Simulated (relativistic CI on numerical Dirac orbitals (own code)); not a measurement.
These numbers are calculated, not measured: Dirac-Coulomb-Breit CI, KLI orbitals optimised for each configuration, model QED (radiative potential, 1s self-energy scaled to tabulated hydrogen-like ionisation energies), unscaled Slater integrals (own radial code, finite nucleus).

The strongest absorption lines from the ground level of an ion, among the configurations computed and to levels below about 12400 eV (vacuum wavelength in nm, gf): 0.10036 (0.013), 0.10160 (0.024), 0.10395 (0.049), 0.10401 (0.009), 0.10944 (0.13), 0.10959 (0.024), 0.12879 (0.66), 0.12951 (0.12).

(1) Which ion is it?
A. Ga27+
B. Ga29+
C. Mn23+
D. Se32+

Answers

(1) B. Ga29+ has 2 electrons and the ground level 1s2 1S_0; the strongest line goes to 1s 2p 1P°_1. The pattern of lines fixes the number of electrons, and along that sequence the line energies rise steadily with the charge (about as its square where n changes within one kind of shell, about linearly where n is kept but much faster in heavy ions where fine structure, which grows about as Z⁴, sets the gap, and irregularly where shells cross), which fixes Z. Configurations outside the model, such as inner-shell arrays, can give stronger lines. At this charge energies of transitions that change n are usually good to better than 1 %, and those within a shell (Δn = 0) to a few per cent.

LS names give the leading component of a level, which can be under half, so a name can repeat, a term be missing and a line seem to break the LS rules.
